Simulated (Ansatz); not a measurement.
Abridged output of a molecular run in Ansatz:

```
Functional definition: HF
1350 factors; integrals over basis functions are off by at most 1.1e-3 eV
mean field evaluation 1: about -72824.7090 eV, gradient 2.7e1 eV
mean field evaluation 2: about -72824.9076 eV, gradient 2.7e1 eV
mean field evaluation 4: about -72827.1530 eV, gradient 3.9e0 eV
mean field evaluation 8: about -72827.2008 eV, gradient 1.8e-1 eV
mean field -72827.20105830 eV, -2676.3502748427 hartree, gradient 2.3e-6 eV, S^2 0.000000; 0 other end points of the search recorded, 0 dependent functions left out
12 core orbitals not correlated: weight in the atoms' cores, before any rotation towards them, 1.000 or more for the frozen orbitals, at most 0.000 for the correlated occupied ones
reference -72827.20105830 eV, -2676.3502748427 hartree; 17, 17 occupied and 196, 196 virtual orbitals, 1350 factors
second order -20.05911588 eV of doubles, -0.00000000 eV of singles
cycle   1  -20.49154155 eV  change   -4.3e-1 eV  update   9.5e-2
cycle   2  -20.99279525 eV  change   -5.0e-1 eV  update   2.7e-2
cycle   3  -21.08814934 eV  change   -9.5e-2 eV  update   1.4e-2
cycle   4  -21.07681928 eV  change    1.1e-2 eV  update   3.3e-3
cycle   5  -21.07675744 eV  change    6.2e-5 eV  update   1.5e-3
cycle   6  -21.07691035 eV  change   -1.5e-4 eV  update   3.7e-4
cycle   7  -21.07673062 eV  change    1.8e-4 eV  update   1.3e-4
cycle   8  -21.07675137 eV  change   -2.1e-5 eV  update   4.2e-5
perturbative correction -0.82561501 eV, -0.0303407918 hartree
Total energy: -72849.10342468 eV, -2677.1551719611 hartree
```

Its atoms:

```xyz
10

B    -0.1305    1.4259   -0.2254
C    -0.0393   -0.1031   -0.4966
C     0.4665   -1.0859    0.5117
Br   -2.0384    0.1830   -0.3157
H    -0.1790    2.1895   -1.1416
H    -0.0252    1.8097    0.9019
H     0.0710   -0.4316   -1.5280
H     0.0799   -2.0945    0.3545
H     0.2378   -0.7655    1.5287
H     1.5571   -1.1274    0.4106
```

Which basis set was used?
A. def2-QZVPP
B. def2-TZVPPD
C. def2-TZVPP
D. def2-SVP

C. It gives 225 functions.

Write the keys of the input that set method, charge and spin (a neutral closed shell needs none for the last two).


```yaml
correlation: {method: ccsd_t}
```
